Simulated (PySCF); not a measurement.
Predicted microwave data (PBE0-D3(BJ)/def2-SVP geometry optimisation, gas phase (PySCF 2.14.0)) for one isomer of CH7ClSi2:

```
Rotational constants : A = 3760, B = 2166, C = 1524 MHz
Dipole components    : |μa| = 0.86 D, |μb| = 1.65 D, |μc| = 0.06 D
Inertial defect      : -36.13 u·Å²
κ                    : -0.43
```

Problem. Which structure is it? (One computed conformer of each.)
A. `[CH3:1][SiH2:2][SiH2:3][Cl:4]` with C1–Si2–Si3–Cl4 -179°
B. `[SiH3]C([SiH3])Cl`
C. `[SiH3:1][CH2:2][SiH2:3][Cl:4]` with Si1–C2–Si3–Cl4 178°
D. `C[Si@@H]([SiH3])Cl`
E. `[SiH3:1][SiH2:2][CH2:3][Cl:4]` with Si1–Si2–C3–Cl4 180°

Solution. D. It is C[Si@@H]([SiH3])Cl, an asymmetric top, point group C1. The candidates at the same level (rigid rotor, commonest isotopes):

```tsv
SMILES	A (MHz)	B (MHz)	C (MHz)	μa (D)	μb (D)	μc (D)	Δ (u·Å²)	point group	rotor
C[SiH2][SiH2]Cl	9178	1327	1201	2.28	0.87	0.00	-15.03	Cs	near-prolate asymmetric top
[SiH3][SiH2]CCl	12758	1097	1042	1.26	0.81	0.00	-15.11	Cs	near-prolate asymmetric top
[SiH3]C[SiH2]Cl	13549	1154	1098	1.33	0.30	0.04	-15.14	near Cs	near-prolate asymmetric top
C[Si@@H]([SiH3])Cl	3760	2166	1524	0.86	1.65	0.06	-36.13	C1	asymmetric top
[SiH3]C([SiH3])Cl	3110	2771	1575	0.00	1.07	0.76	-24.13	Cs	asymmetric top
```

`[SiH3][SiH2]CCl` has A 239 % too high; `[SiH3]C([SiH3])Cl` has B 28 % too high; `C[SiH2][SiH2]Cl` has A 144 % too high; `[SiH3]C[SiH2]Cl` has A 260 % too high. No structure here is proved a minimum.
